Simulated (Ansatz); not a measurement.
One geometry of fluoranthene, `c1ccc2c(c1)-c1cccc3cccc-2c13`, several levels of theory.

```yaml
crystal:
  periodic: [false, false, false]
  atoms:
    - {symbol: C, position_ang: [3.683636, -0.741617, 0.235184]}
    - {symbol: C, position_ang: [3.699776, 0.664319, 0.211669]}
    - {symbol: C, position_ang: [2.500980, 1.396867, 0.127169]}
    - {symbol: C, position_ang: [1.286381, 0.704429, 0.065632]}
    - {symbol: C, position_ang: [1.269913, -0.731530, 0.088890]}
    - {symbol: C, position_ang: [2.468457, -1.449052, 0.173522]}
    - {symbol: C, position_ang: [-0.134599, -1.174245, 0.012710]}
    - {symbol: C, position_ang: [-0.788384, -2.401659, -0.004550]}
    - {symbol: C, position_ang: [-2.213017, -2.418968, -0.092090]}
    - {symbol: C, position_ang: [-2.974792, -1.252498, -0.156676]}
    - {symbol: C, position_ang: [-2.332674, 0.024493, -0.141360]}
    - {symbol: C, position_ang: [-2.944981, 1.314764, -0.200549]}
    - {symbol: C, position_ang: [-2.156613, 2.464904, -0.172396]}
    - {symbol: C, position_ang: [-0.732520, 2.417504, -0.087267]}
    - {symbol: C, position_ang: [-0.107488, 1.176563, -0.026999]}
    - {symbol: C, position_ang: [-0.923342, 0.009596, -0.055961]}
    - {symbol: H, position_ang: [4.632611, -1.295038, 0.300778]}
    - {symbol: H, position_ang: [4.661130, 1.197702, 0.260882]}
    - {symbol: H, position_ang: [2.521344, 2.497252, 0.108894]}
    - {symbol: H, position_ang: [2.463989, -2.549608, 0.192213]}
    - {symbol: H, position_ang: [-0.235879, -3.352481, 0.045301]}
    - {symbol: H, position_ang: [-2.725990, -3.392880, -0.103912]}
    - {symbol: H, position_ang: [-4.072270, -1.312349, -0.222108]}
    - {symbol: H, position_ang: [-4.040831, 1.397829, -0.267915]}
    - {symbol: H, position_ang: [-2.646744, 3.449345, -0.221703]}
    - {symbol: H, position_ang: [-0.158064, 3.356377, -0.069358]}
basis:
  gaussian: {orbitals: STO-3G}
hamiltonian: {xc: hf}
scf: {omitted_lower_state_checks: [starts]}
output: {orbitals: {seedname: orbitals}}
```

The file start.molden holds the orbitals of an earlier run on this structure, at another level or in another basis.

```sh
$ ansatz run in.yaml --threads 4 --pin off --events-out ev --progress --plain --max-ram 6963MiB
```

It prints (some lines left out):

```
Functional definition: HF
1290 factors; integrals over basis functions are off by at most 5.5e-5 eV
mean field evaluation 1: about -16440.0962 eV, gradient 2.6e1 eV
mean field evaluation 2: about -16440.8254 eV, gradient 2.6e1 eV
mean field evaluation 4: about -16443.6369 eV, gradient 1.1e0 eV
mean field evaluation 8: about -16443.6423 eV, gradient 2.1e-4 eV
mean field -16443.64230734 eV, -604.2927088935 hartree, gradient 1.3e-5 eV, S^2 0.000000; 0 other end points of the search recorded, 0 dependent functions left out
reference -16443.64230734 eV, -604.2927088935 hartree; 53, 53 occupied and 37, 37 virtual orbitals, 1290 factors
Total energy: -16443.64230734 eV, -604.2927088935 hartree
Checks for a lower state left out: starts
```

It took 1.2 s on 4 threads of Arm Neoverse V1 on a shared host.

The first input with `gaussian: {orbitals: def2-TZVP, initial_orbitals: start.molden}`, `hamiltonian: {xc: r2scan, dispersion: d4}`, `output: {forces: true, orbitals: {seedname: orbitals}}` (abridged; 39 s):

```
Functional definition: r2SCAN
mean field -16751.56627581 eV, -615.6087060166 hartree, gradient 4.1e-5 eV, S^2 0.000000
Total energy: -16751.86463241 eV, -615.6196704195 hartree
Atom 0 force    -0.063752     0.041549    -0.013087 eV/Å
Atom 1 force    -0.065701    -0.040917     0.002463 eV/Å
Atom 2 force    -0.035952    -0.104117    -0.004822 eV/Å
Atom 3 force     0.246423    -0.104046     0.011214 eV/Å
Atom 4 force     0.248033     0.099687     0.023112 eV/Å
Atom 5 force    -0.032621     0.104418    -0.001088 eV/Å
Atom 6 force    -0.319495    -0.047593    -0.021494 eV/Å
Atom 7 force     0.084216     0.129424    -0.011114 eV/Å
Atom 8 force    -0.086288     0.110183     0.018927 eV/Å
Atom 9 force     0.050090    -0.099688    -0.012135 eV/Å
Atom 10 force     0.198152    -0.002278     0.020895 eV/Å
Atom 11 force     0.050039     0.099306     0.006008 eV/Å
Atom 12 force    -0.085774    -0.109179    -0.024199 eV/Å
Atom 13 force     0.078625    -0.131122     0.017763 eV/Å
Atom 14 force    -0.317139     0.054054    -0.023476 eV/Å
Atom 15 force    -0.000549     0.000682     0.001463 eV/Å
Atom 16 force    -0.471182     0.277434    -0.029832 eV/Å
Atom 17 force    -0.477256    -0.267085    -0.025703 eV/Å
Atom 18 force     0.001355    -0.527113     0.011069 eV/Å
Atom 19 force     0.012058     0.526938    -0.008915 eV/Å
Atom 20 force    -0.273319     0.454006    -0.023495 eV/Å
Atom 21 force     0.248750     0.485952     0.000396 eV/Å
Atom 22 force     0.529266     0.016872     0.033017 eV/Å
Atom 23 force     0.528785    -0.028460     0.032052 eV/Å
Atom 24 force     0.237000    -0.490906     0.030416 eV/Å
Atom 25 force    -0.283764    -0.448001    -0.009434 eV/Å
Dipole moment:    -0.080843     0.000851    -0.005182 e Å
Checks for a lower state left out: starts
```

As the first input, with `gaussian: {orbitals: def2-TZVP, initial_orbitals: start.molden}`, `hamiltonian: {xc: pbe, dispersion: d4}` (abridged; 19 s):

```
Functional definition: PBE
mean field -16739.65475465 eV, -615.1709656877 hartree, gradient 1.9e-5 eV, S^2 0.000000
Total energy: -16740.71585910 eV, -615.2099605572 hartree
Checks for a lower state left out: starts
```

The first input with `gaussian: {orbitals: def2-SVP, initial_orbitals: start.molden}`, `correlation: {method: mp2}` and without the key `hamiltonian` (abridged; 20 s):

```
Functional definition: HF
mean field -16633.94672313 eV, -611.2862671810 hartree, gradient 3.0e-6 eV, S^2 0.000000; unrestricted orbitals would lower it
16 core orbitals not correlated: weight in the atoms' cores, before any rotation towards them, 1.000 or more for the frozen orbitals, at most 0.000 for the correlated occupied ones
second order -56.07225426 eV of doubles, -0.00000000 eV of singles
Total energy: -16690.01897739 eV, -613.3468845178 hartree
Checks for a lower state left out: starts
```

As the first input, with `gaussian: {orbitals: def2-TZVP, initial_orbitals: start.molden}`, `hamiltonian: {xc: pbe0, dispersion: d4}`, `output: {forces: true, orbitals: {seedname: orbitals}}` (abridged; 65 s):

```
Functional definition: PBE0
mean field -16741.05613557 eV, -615.2224654870 hartree, gradient 2.4e-5 eV, S^2 0.000000
Total energy: -16741.96680750 eV, -615.2559320628 hartree
Atom 0 force    -0.212254     0.136209    -0.023806 eV/Å
Atom 1 force    -0.216341    -0.132470    -0.004971 eV/Å
Atom 2 force    -0.055053    -0.272793    -0.003132 eV/Å
Atom 3 force     0.355198    -0.276794     0.020635 eV/Å
Atom 4 force     0.360711     0.270127     0.027159 eV/Å
Atom 5 force    -0.047857     0.273468    -0.004913 eV/Å
Atom 6 force    -0.488903    -0.114169    -0.030571 eV/Å
Atom 7 force     0.107726     0.357570    -0.013962 eV/Å
Atom 8 force    -0.112323     0.313825     0.014314 eV/Å
Atom 9 force     0.235248    -0.182712     0.000101 eV/Å
Atom 10 force     0.322894    -0.003599     0.028623 eV/Å
Atom 11 force     0.237040     0.178407     0.015882 eV/Å
Atom 12 force    -0.116445    -0.312230    -0.022859 eV/Å
Atom 13 force     0.096776    -0.359693     0.023184 eV/Å
Atom 14 force    -0.484958     0.124185    -0.034987 eV/Å
Atom 15 force    -0.047095     0.001171    -0.001271 eV/Å
Atom 16 force    -0.495620     0.291355    -0.031496 eV/Å
Atom 17 force    -0.502001    -0.280491    -0.026978 eV/Å
Atom 18 force     0.002528    -0.563456     0.011793 eV/Å
Atom 19 force     0.014046     0.563246    -0.009421 eV/Å
Atom 20 force    -0.287877     0.486205    -0.024891 eV/Å
Atom 21 force     0.259335     0.513095     0.000462 eV/Å
Atom 22 force     0.563860     0.012038     0.035231 eV/Å
Atom 23 force     0.563490    -0.024356     0.034068 eV/Å
Atom 24 force     0.246940    -0.518261     0.031617 eV/Å
Atom 25 force    -0.299065    -0.479878    -0.009812 eV/Å
Dipole moment:    -0.076490     0.000805    -0.004914 e Å
Checks for a lower state left out: starts
```

Geometry: PBE-D4/def2-SVP.

Correlated methods freeze 16 core orbitals. The restricted singlet is unstable towards broken spin symmetry in Hartree–Fock (as tested in another run); at HF/STO-3G this wasn't settled. At MP2/def2-SVP the restricted singlet (for correlated methods, its reference) is unstable: a solution with broken spin symmetry lies lower.
